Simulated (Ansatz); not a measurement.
Isolated molecules relaxed with PBE0-D4/def2-TZVP in Ansatz; ΔE leaves out vibrations. CCSD(T)/CBS adds triple-zeta CCSD(T) − MP2 to the extrapolated MP2 energy (def2 sets, frozen cores). This one scheme is used for every species, atoms too. DFT in def2-TZVPP. No spin–orbit coupling; open shells (•) take unrestricted orbitals. Spin–orbit coupling would lower the free atoms: a little for F; clearly for Br; strongly for Sn. def2 core potentials past Kr. Bonds to Br, Sn are less sure, by a few kJ/mol each and by 10 to 20 or more in all where they break to atoms, as the def2 sets lack core-valence functions. Scalar relativity is left out up to krypton.

Reaction (atomization): `[F][SnH]([Br])[Br]` → 2 Br• + F• + H• + Sn•

CCSD(T)/CBS gives +1330.7 kJ/mol.

Task: Another level gave +1269.7 kJ/mol. Which?
A. BLYP-D4/def2-TZVPP
B. PBE-QIDH/def2-TZVPP
C. BHLYP/def2-TZVPP
D. r2SCAN0/def2-TZVPP

Result: A. BLYP-D4 1269.7, PBE-QIDH 1275.8, BHLYP 1195.1, r2SCAN0 1259.3 kJ/mol.

Largest T1 diagnostic among the species: 0.011.

From BLYP to BHLYP (50 % exact exchange), in def2-TZVPP and without D4, ΔE moves by −42.9 kJ/mol: exact exchange takes away binding that semilocal exchange gives to molecules. At CCSD(T), def2-SVP lies −164.9 kJ/mol from the extrapolated value and def2-TZVPP −77.0 kJ/mol: correlation converges slowly with the basis, and small sets miss more of it in the bonded molecule than in its fragments. Leaving LDA and LC-ωPBE aside and taking each functional with its dispersion term where it has one, the values, not all of them listed here, spread over 96.3 kJ/mol, from BHLYP-D4 to B97M-V. LDA lies +221.7 kJ/mol from PBE without D4, its usual overbinding.

For atomizations the MP2-based limit and the directly extrapolated one differ by several kJ/mol either way, and by 10 to 25 for some Ge, Se and Sn compounds, so smaller differences from it don't rank the levels.
